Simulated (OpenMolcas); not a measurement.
**Tm3+: effect of the basis set**

```
Program             : OpenMolcas 26.06
Method              : CASSCF
Active space        : 12 electrons in 7 orbitals (4f)
State averaging     : 2S+1 = 3 even, 21 roots; 2S+1 = 1 even, 28 roots (27 in the spin-orbit step)
Spin-orbit coupling : state interaction with AMFI integrals over the reference wave functions, term energies averaged over their components
```

A. ANO-R1 [7s5p3d2f], X2C, finite nucleus; cost of the order of 11 core-seconds
B. ANO-RCC-VDZP [7s6p4d2f1g], DKH2, point nucleus; cost roughly 11 core-seconds
C. ANO-R2 [8s6p4d3f1g], X2C, finite nucleus; cost of the order of 8 core-seconds
D. ANO-RCC-VTZP [8s7p5d3f2g1h], DKH2, point nucleus; cost about 12 core-seconds
E. ANO-RCC-VQZP [9s8p6d4f3g2h], DKH2, point nucleus; cost of the order of 22 core-seconds
F. ANO-R3 [9s8p5d5f3g2h], X2C, finite nucleus; cost of the order of 15 core-seconds

Energies in cm-1 above 4f12 3H6, the measured ground level; measured values from the list in Tchang-Brillet, Wyart, Meftah and Ait Mammar, Atoms 6, 52 (2018).

```json
{"Level": "4f12 3H6", "A": "0.0", "B": "0.0", "C": "0.0", "D": "0.0", "E": "0.0", "F": "0.0", "Measured": "0.0"}
{"Level": "4f12 3F4 [53 %]", "A": "6779", "B": "6742", "C": "6818", "D": "6822", "E": "6813", "F": "6813", "Measured": ""}
{"Level": "4f12 3H5", "A": "8319", "B": "8403", "C": "8286", "D": "8304", "E": "8329", "F": "8307", "Measured": "8217"}
{"Level": "4f12 3H4 [58 %]", "A": "13301", "B": "13386", "C": "13279", "D": "13303", "E": "13329", "F": "13303", "Measured": "12547"}
{"Level": "4f12 3F3", "A": "16296", "B": "16347", "C": "16302", "D": "16324", "E": "16342", "F": "16320", "Measured": "14410"}
{"Level": "4f12 3F2", "A": "17648", "B": "17668", "C": "17674", "D": "17694", "E": "17705", "F": "17687", "Measured": "15090"}
{"Level": "4f12 1G4 [58 %]", "A": "21932", "B": "22056", "C": "21909", "D": "21947", "E": "21984", "F": "21944", "Measured": "21174"}
{"Level": "4f12 1D2 [59 %]", "A": "34350", "B": "34294", "C": "34459", "D": "34488", "E": "34482", "F": "34464", "Measured": ""}
{"Level": "4f12 1I6", "A": "41301", "B": "41226", "C": "41435", "D": "41469", "E": "41459", "F": "41438", "Measured": "35329"}
{"Level": "4f12 3P1", "A": "45546", "B": "45473", "C": "45692", "D": "45729", "E": "45724", "F": "45701", "Measured": ""}
{"Level": "4f12 3P2 [72 %]", "A": "46264", "B": "46236", "C": "46384", "D": "46427", "E": "46434", "F": "46402", "Measured": "38532"}
{"Level": "4f12 3P0", "A": "46889", "B": "46829", "C": "47030", "D": "47069", "E": "47068", "F": "47042", "Measured": ""}
```

Deviations, from unrounded energies. A percentage is the sum of absolute deviations over the sum of measured energies, with the sign that they share, or ± where signs differ.

```json
{"Against measurement": "mean absolute deviation (cm-1)", "Levels": "7", "A": "2800", "B": "2900", "C": "2900", "D": "2900", "E": "2900", "F": "2900"}
{"Against measurement": "fine structure of the ground term (%)", "Levels": "2", "A": "+4.1", "B": "+4.9", "C": "+3.9", "D": "+4.1", "E": "+4.3", "F": "+4.1"}
{"Against measurement": "other terms of the ground configuration (%)", "Levels": "5", "A": "+15.2", "B": "+15.3", "C": "+15.4", "D": "+15.5", "E": "+15.6", "F": "+15.5"}
```

A, B, C, D, E, F lie about equally close to measurement. The largest miss of A in the table is 4f12 3P2 [72 %], by +7700 cm-1. The ranking rests on the paired levels alone, and a cruder setting can come out closer through cancelling errors.

Among A to F the level of the table that moves most is 4f12 3P1, by 260 cm-1 (lowest in B, highest in D).

Some high roots are left out of the spin-orbit mixing, which shifts the levels that they would mix with. Without dynamic correlation excited terms often stand tens of per cent too high (terms of higher spin than the ground term too low), and those without a measured partner can miss by more than the paired ones. The basis is small and was not contracted for so high a charge (holds for A; B). Computed and measured levels are paired by configuration, term and J; levels that our copy of the source lacks, or whose pairing is in doubt (as where it misses far off the trend of its configuration), stay unpaired and out of the deviations. Levels of configurations outside the active space are missing.

A share in square brackets marks a mixed level and gives the weight of the term that names it, the lowest over the columns.
